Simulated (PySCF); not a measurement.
Calculations on `CCN[SiH3]`, in the order of a workflow; each names the level of the geometry that it ran on. Settings lines and outputs come from a driver script.

Compound: C2H9NSi.
SMILES with atom numbers: `[CH3:1][CH2:2][NH:3][SiH3:4]` (hydrogens: H5, H6, H7 on C1; H8, H9 on C2; H10 on N3; H11, H12, H13 on Si4)

Step 1: PBE0-D3(BJ)/def2-SVP geometry optimisation, gas phase (PySCF 2.14.0) (from the GFN2-xTB geometry)
```json
{"job": {"xc": "PBE0", "basis": "def2-SVP", "d3": "d3bj", "grid": 1, "kind": "geom"}, "charge": 0, "multiplicity": 1}
```
```
step   0  E = -425.40524730  max force = 0.012555
step   1  E = -425.40793826  max force = 0.003197
step   2  E = -425.40799602  max force = 0.001010
step   3  E = -425.40800095  max force = 0.000216
optimisation converged
```

Final energy -425.40800 Eh after 3 steps; dipole 1.24 D. Energies in Eh; «max force» is the largest Cartesian gradient component in Eh/bohr.

On one thread, Arm Neoverse V1, no GPU, on a shared host, this took 14 s of wall time.

Step 2: TDDFT B3LYP/def2-SVPD, vertical, gas phase, core orbitals frozen in the response (PySCF 2.14.0, density-fitted response routines) (on the PBE0-D3(BJ)/def2-SVP geometry)
```json
{"job": {"kind": "uv", "xc": "B3LYP", "basis": "def2-SVPD", "ip": true}, "charge": 0, "multiplicity": 1}
```
```
...
Static polarisability (au): isotropic 64.115, principal 57.120 59.627 75.598
Singlet excitations
state   eV       nm        f      main configurations
  1   5.6043    221.2   0.01105   H->L 0.98
  2   6.4794    191.4   0.01156   H->L+1 0.93
  3   6.6331    186.9   0.02588   H->L+2 0.80, H->L+3 0.12
  4   6.6787    185.6   0.00798   H->L+3 0.81, H->L+2 0.14
  5   6.9494    178.4   0.01655   H->L+4 0.86, H->L+5 0.08
  6   7.3074    169.7   0.03599   H->L+5 0.87, H->L+4 0.08
  7   7.4191    167.1   0.03431   H->L+6 0.96
  8   8.1211    152.7   0.06034   H->L+7 0.96
  9   8.3632    148.2   0.01733   H-1->L 0.63, H-2->L 0.26
 10   8.3939    147.7   0.02216   H-2->L 0.61, H-1->L 0.29
Triplet excitations (Tamm-Dancoff, eV): 5.3686 6.2667 6.5181 6.5444
Vertical ionisation energy (delta-SCF) = 8.8371 eV
```

HOMO -6.54 eV, LUMO 0.14 eV; lowest singlet 5.60 eV; lowest triplet 5.37 eV (Tamm–Dancoff); mean polarisability 64.1 au.

The run took 29 s wall on Arm Neoverse V1, one thread, on a shared host.

Step 3: delta-SCF UKS SCAN, pcX-2 on the ionised atom, pcseg-1 elsewhere, spin-free X2C (PySCF 2.14.0) (on the PBE0-D3(BJ)/def2-SVP geometry)
```json
{"job": {"kind": "xps"}, "charge": 0, "multiplicity": 1}
```
```
...
ground state, core basis on atom 0 (C), 136 functions
  E(ground) = -426.43070295 Eh
hole in C 1s of atom 0
  E(ion) = -415.74985153 Eh   <S^2> = 0.7677   hole on atom = 1.000   binding energy = 290.641 eV
ground state, core basis on atom 1 (C), 136 functions
  E(ground) = -426.43172885 Eh
hole in C 1s of atom 1
  E(ion) = -415.71549134 Eh   <S^2> = 0.7715   hole on atom = 1.000   binding energy = 291.604 eV
ground state, core basis on atom 2 (N), 136 functions
  E(ground) = -426.44405420 Eh
hole in N 1s of atom 2
  E(ion) = -411.58413384 Eh   <S^2> = 0.7647   hole on atom = 1.000   binding energy = 404.359 eV
ground state, core basis on atom 3 (Si), 147 functions
  E(ground) = -426.48721295 Eh
hole in Si 1s of atom 3
  E(ion) = -358.62260973 Eh   <S^2> = 0.7522   hole on atom = 1.000   binding energy = 1846.690 eV
hole in Si 2p of atom 3
  E(ion) = -422.55430154 Eh   <S^2> = 0.7519   hole on atom = 1.003   binding energy = 107.020 eV
  2p3/2 = 106.830 eV   2p1/2 = 107.454 eV
```

C1s of C1 290.64 eV; C1s of C2 291.60 eV; N1s of N3 404.36 eV; Si1s of Si4 1846.69 eV; Si2p of Si4 107.04 eV (mean of the 2p shell). SCF cycles are left out; they run on a coarse grid, and E(ground) and E(ion) are re-evaluated on a finer one. For a 2p shell the printed binding energy is that of one 2p hole without spin–orbit coupling; the 2p3/2 and 2p1/2 values follow from a further step that adds the ground-state splitting of the three 2p orbitals and a mean-field spin–orbit operator, and the shell mean corrects the one hole to the average of the three. The log counts atoms from 0, this text from 1.

The run took 32 s wall on one thread of an Arm Neoverse V1, no GPU (shared host).

Geometry of the electronic-property runs (PBE0-D3(BJ)/def2-SVP):
```
atom  x, y, z in Å
C1     1.8505    0.0370    0.0600
C2     0.4571   -0.5660    0.0963
N3    -0.4852    0.1858   -0.7033
Si4   -2.1678    0.3609   -0.3438
H5     1.8323    1.0766    0.4199
H6     2.5517   -0.5401    0.6821
H7     2.2485    0.0448   -0.9680
H8     0.5106   -1.6320   -0.2070
H9     0.0913   -0.5739    1.1380
H10   -0.2006    0.2910   -1.6716
H11   -2.3151    0.8567    1.0600
H12   -2.9930   -0.8923   -0.4458
H13   -2.7266    1.3515   -1.3123
```

One conformer stands for the species.
